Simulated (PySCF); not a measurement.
The complex MoCl4 (charge 0) contains Mo(IV), shell d2. The structure is a PBE0-D3(BJ)/def2-TZVP geometry optimised for multiplicity 3; coordination tetrahedral, point group Td, metal–donor distances 2.22 Å.

The d shell alone is too small an active space for MoCl4 (an active orbital has only 0.63 squared overlap with the free ion's shell): its levels, fitted parameters, g values and moments show what this model gives and aren't sound predictions.

```
5

Mo    0.000    0.000    0.000
Cl    1.282    1.282    1.282
Cl    1.282   -1.282   -1.282
Cl   -1.282   -1.282    1.282
Cl   -1.282    1.282   -1.282
```

Method (PySCF 2.14, density fitting): CASSCF(2,5) with orbitals averaged over all microstates of the shell, strongly contracted NEVPT2 on the averaged canonical orbitals; basis x2c-TZVPall on the metal, x2c-SVPall elsewhere; spin-free X2C; gas phase; spin-orbit coupling by state interaction with the mean-field operator over all roots.

(1) What is the ground state?

(2) Where do the spin-allowed transitions within the shell lie?

(3) Which is the lowest state of another spin?

(4) What ligand-field parameters describe the result?

(5) What are the magnetic parameters?

No frequencies were computed for the optimised geometry. Charge-transfer states lie outside this active space and may come lower than some of these levels. NEVPT2 on the d shell alone tends to put d–d bands too high for such charged or covalently bound ions.

The job took 12 s on one thread of Arm Neoverse V1 (shared host), with 135 basis functions, launched as `OMP_NUM_THREADS=1 python lf_run.py task.json out`.

Results:

(1) 3A2 (S = 1, orbital degeneracy 1), with 2.0 electrons in the lower (e-type) set and 0.0 in the upper (t2-type) set, by NEVPT2.

(2) By NEVPT2: 3T2 at 12146 cm⁻¹ (823 nm); 3T1 at 16046 cm⁻¹ (623 nm); 3T1 at 25374 cm⁻¹ (394 nm). The strongest, at 16046 cm⁻¹, has f = 1.9e-02.

(3) 1E at 7751 cm⁻¹ by NEVPT2; CASSCF alone puts it at 9296 cm⁻¹ above the same ground state.

(4) At CASSCF level (the NEVPT2 levels don't fit a ligand-field model well): orbital energies 0, 0, 11007, 11007, 11007 cm⁻¹; 10Dq = 11007 cm⁻¹; B = 536 cm⁻¹; C = 2283 cm⁻¹; B over its free-ion value at the same level 0.620; the fit misses the states by 663 cm⁻¹ rms, so splittings below that are unsure; ζ = 544 cm⁻¹ (free ion 885).

(5) The ground multiplet follows a spin Hamiltonian with S = 1, g = 1.865, 1.865, 1.865, D = 0 (spin-orbit part alone); the lowest levels hold 99 % of the spin-free ground state. μeff is 2.67 μB at 300 K and 2.64 μB at 10 K; the spin-only value is 2.83 μB.
